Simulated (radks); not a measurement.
Results of a calculation; reference values are marked as such.
The neodymium ion Nd13+ is in [Kr] 4d10 5s1. Level of theory: Dirac Kohn-Sham, relativistic LDA (MacDonald-Vosko exchange, VWN5 correlation), spin-unpolarised, spherical densities, finite nucleus; Fermi nuclear charge, rms radius of each element as measured or else 0.836 A^(1/3) + 0.57 fm (a radial shooting solver on a logarithmic mesh with Libxc functionals). Sub-shells are occupied by j as written (lower j first in brackets). One electron is removed from 4d3/2, 4p3/2, 5s1/2, 4d5/2 in turn, with full relaxation. Which removal costs least, and what does each cost?

Answer. 5s1/2 244.53 eV; 4d5/2 366.67 eV; 4d3/2 371.29 eV; 4p3/2 473.49 eV. The 5s1/2 electron leaves first.
